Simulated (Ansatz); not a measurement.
C2H7OSi (`CC[SiH]O`) radical from Hartree–Fock to CCSD(T)

Z-matrix (Å, degrees):
```
C
C 1 1.525
H 1 1.093 2 111.4
H 1 1.093 2 111.5 3 120.1
H 1 1.093 2 111.5 3 -120.0
Si 2 1.873 1 113.2 3 178.2
H 2 1.097 1 110.8 3 58.2
H 2 1.094 1 110.9 3 -59.5
O 6 1.657 2 106.6 1 -174.9
H 6 1.504 2 110.4 1 -55.1
H 9 0.958 6 117.1 2 174.6
```

The species carries charge 0 and has multiplicity 2. Geometry: relaxed with PBE0-D4/def2-TZVP. It is one conformer, not always the lowest. Frozen core, unrestricted reference, Ansatz 0.2.0. CBS rows extrapolate triple and quadruple zeta; past MP2 they add the triple-zeta difference.

```tsv
basis	HF (Eh)	MP2 corr.
def2-SVP	-443.40226	-0.55890
def2-TZVPP	-443.69515	-0.69884
def2-QZVPP	-443.71213	-0.74901
```

(1) Estimate the CCSD correlation energy and the (T) correction in each basis where they were run (hartree).

Results:

(1) 
| basis | CCSD corr. | (T) |
| --- | --- | --- |
| def2-SVP | -0.60701 | -0.01554 |
| def2-TZVPP | -0.73953 | -0.02723 |
| CBS(def2) | -0.82685 | as TZ |
